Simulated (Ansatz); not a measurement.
Start from `[CH3][Nb](=[O])([OH])[OH]` and change one atom or group to get `[O]=[Nb]([OH])([OH])[F]`.

Ansatz, PBE0-D4/def2-TZVP geometries, multiplicity 1. Each molecule was computed in one conformer, which needn't be the lowest.

Elements past krypton have def2 core potentials.

| property | `[CH3][Nb](=[O])([OH])[OH]` |
| --- | --- |
| size of the dipole moment (ωB97M-V/def2-TZVPP) / D | 1.14 |
| zero-point energy (PBE0-D4/def2-TZVP) / kJ/mol | 169.3 |
| HOMO–LUMO gap (B3LYP/def2-TZVPP) / eV | 6.44 |
| HOMO–LUMO gap (ωB97M-V/def2-TZVPP) / eV | 11.22 |
| LUMO energy (PBE/def2-TZVPP) / eV | -2.06 |
| LUMO energy (ωB97M-V/def2-TZVPP) / eV | 0.78 |

Q: What does the change do to each property? (Estimate.)

A: Ansatz gave: 
```csv
property,`[O]=[Nb]([OH])([OH])[F]`,shift
size of the dipole moment (ωB97M-V/def2-TZVPP) / D,2.16,1.02
zero-point energy (PBE0-D4/def2-TZVP) / kJ/mol,83.6,-85.7
HOMO–LUMO gap (B3LYP/def2-TZVPP) / eV,8.06,1.62
HOMO–LUMO gap (ωB97M-V/def2-TZVPP) / eV,12.80,1.58
LUMO energy (PBE/def2-TZVPP) / eV,-2.02,0.04
LUMO energy (ωB97M-V/def2-TZVPP) / eV,0.58,-0.20
```

The zero-point energy changes by -85.7 kJ/mol with -9 modes. Dipoles are sizes alone; their direction can turn.

B3LYP here is the variant with VWN-RPA as its local correlation; programs differ in this.
